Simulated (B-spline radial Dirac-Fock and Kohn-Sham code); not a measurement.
**K-line shifts caused by a second vacancy in Se⁴⁺**

System: the Se⁴⁺ ion, [Ar] 3d10 4s2.

Input of the calculation (task.json; shells as n, l, electrons):

```json
{"items": [{
  "Z": 34,
  "q": 4,
  "cfg": [[1, 0, 2], [2, 0, 2], [2, 1, 6], [3, 0, 2], [3, 1, 6], [3, 2, 10], [4, 0, 2]],
  "A": 80,
  "rrms": 4.14,
  "do": ["binding", "quiet", "double"]
}]}
```

Launch: `python xray_run.py task.json out`

Level of theory: Dirac-Fock (average of configuration) total-energy differences with a finite nucleus, the Breit interaction including its frequency dependence, and self-energy and vacuum-polarisation corrections; a B-spline atomic structure program. Each two-hole energy is an average over J within one jj subconfiguration, not an observable level; in light atoms, where LS coupling holds, the j-resolved values are not observed lines, and for a K spectator the Kα1 hypersatellite is nearly forbidden. The model has no electron correlation.

Lines without a spectator: Kα2 (K-L2) 11181.6 eV, Kα1 (K-L3) 11222.6 eV, Kβ3 (K-M2) 12489.0 eV, Kβ1 (K-M3) 12494.9 eV. Shifts in eV with one spectator hole (a dash: not computed, or left out as unreliable):

```
spectator hole     Kα2     Kα1     Kβ3     Kβ1
        K (1s)  +366.6  +371.7  +460.8  +461.7
    L2 (2p1/2)   +36.5   +44.9       –   +98.4
    L3 (2p3/2)   +39.8   +38.6   +92.9       –
    M2 (3p1/2)       –   +3.84   +8.69  +11.02
    M3 (3p3/2)   +3.31       –  +10.11   +9.58
    M4 (3d3/2)   +0.05   -1.24       –       –
    M5 (3d5/2)   -1.39   -0.53       –       –
```

With n spectator holes in 2p, averaged over the 2p shell (energies in eV):

```csv
n,KαLⁿ,step,hypersatellite KαʰLⁿ
0,11208.9,–,11578.9
1,11249.4,+40.5,11620.6
2,11291.0,+41.6,11663.4
3,11333.7,+42.7,11707.4
4,11377.5,+43.8,11752.5
5,11422.5,+45.0,11798.7
```
